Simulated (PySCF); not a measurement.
Unrelated species, one level of theory. Level of theory: TDDFT B3LYP/def2-SVPD, vertical, gas phase, core orbitals frozen in the response in PySCF 2.14.0, density-fitted response routines. Geometries: GFN2-xTB; one conformer of each isolated species. Triplets are in the Tamm–Dancoff approximation.

Question: Rank by computed lowest singlet excitation energy, lowest first.
A. `C1C[C@H]2CC[C@@H]1C2`
B. `F[Si@@H]1O[SiH2][SiH2][SiH2][SiH2]1`
C. `C=C/C=C\C(=C)C(F)F`
D. `C[C@H]1[C@@H]2CC[C@H]1C2`
E. `CC#CC(C)(C)C`
F. `PP1CCCCC1`
G. `C#C[C@@H](C)C(C)C`
H. `C1CCC2(C1)CC2`

Answer: C (4.56 eV), F (5.25 eV), B (5.43 eV), E (6.37 eV), G (6.63 eV), H (7.01 eV), A (7.44 eV), D (7.59 eV).

```
                             SMILES  S1 (eV)  gap (eV)  α (au)  T1 (eV)  LUMO (eV)  f (S1)      S1 mainly
                 C=C/C=C\C(=C)C(F)F     4.56      4.50    99.4     2.60      -2.00   0.655      H→L (95%)
                          PP1CCCCC1     5.25      6.04   108.8     4.35       0.18   0.061      H→L (86%)
F[Si@@H]1O[SiH2][SiH2][SiH2][SiH2]1     5.43      6.26   141.2     4.98      -1.32   0.033      H→L (98%)
                       CC#CC(C)(C)C     6.37      7.25    86.0     5.61       0.33   0.017  H-1/H→L (97%)
                  C#C[C@@H](C)C(C)C     6.63      7.82    82.5     5.54       0.36   0.002    H-1→L (38%)
                      C1CCC2(C1)CC2     7.01      7.86    78.1     6.93       0.56   0.020      H→L (97%)
               C1C[C@H]2CC[C@@H]1C2     7.44      8.33    75.7     7.31       0.41   0.000      H→L (99%)
           C[C@H]1[C@@H]2CC[C@H]1C2     7.59      8.47    77.0     7.49       0.57   0.017      H→L (98%)
```

H and L stand for HOMO and LUMO. A slash joins orbitals within 0.01 eV of each other, whose weights are summed (≥ marks a lower bound).

Mean S1 by what the SMILES shows (count): single bonds only 6.54 eV (5); a double or triple bond but no aromatic ring 5.85 eV (3).

- `C=C/C=C\C(=C)C(F)F`: Löwdin shares by element: HOMO carbon 68% or more (atoms not listed hold the other 32%); LUMO carbon 63% or more (atoms not listed hold the other 37%).
- `PP1CCCCC1`: Löwdin shares by element: HOMO phosphorus 73%, carbon 13% or more; LUMO phosphorus 57%, hydrogen 12% or more (atoms not listed hold the other 31%).
- `F[Si@@H]1O[SiH2][SiH2][SiH2][SiH2]1`: Löwdin shares by element: HOMO silicon 40% or more, oxygen 20% (atoms not listed hold the other 41%); LUMO silicon 61% or more (atoms not listed hold the other 39%).
- `CC#CC(C)(C)C`: Löwdin shares by element: HOMO (one of a set within 0.03 eV) carbon 86% or more; LUMO carbon 44% or more (atoms not listed hold the other 56%).
- `C#C[C@@H](C)C(C)C`: Löwdin shares by element: HOMO (one of a set within 0.03 eV) carbon 85% or more, hydrogen 4% or more; LUMO carbon 28% or more, hydrogen 10% or more (atoms not listed hold the other 61%).
- `C1CCC2(C1)CC2`: Löwdin shares by element: HOMO carbon 70% or more (atoms not listed hold the other 30%); LUMO carbon 37% or more (atoms not listed hold the other 63%).
- `C1C[C@H]2CC[C@@H]1C2`: Löwdin shares by element: HOMO carbon 49% or more (atoms not listed hold the other 51%); LUMO carbon 29% or more (atoms not listed hold the other 71%).
- `C[C@H]1[C@@H]2CC[C@H]1C2`: Löwdin shares by element: HOMO carbon 64% or more (atoms not listed hold the other 36%); LUMO carbon 34% or more (atoms not listed hold the other 66%).
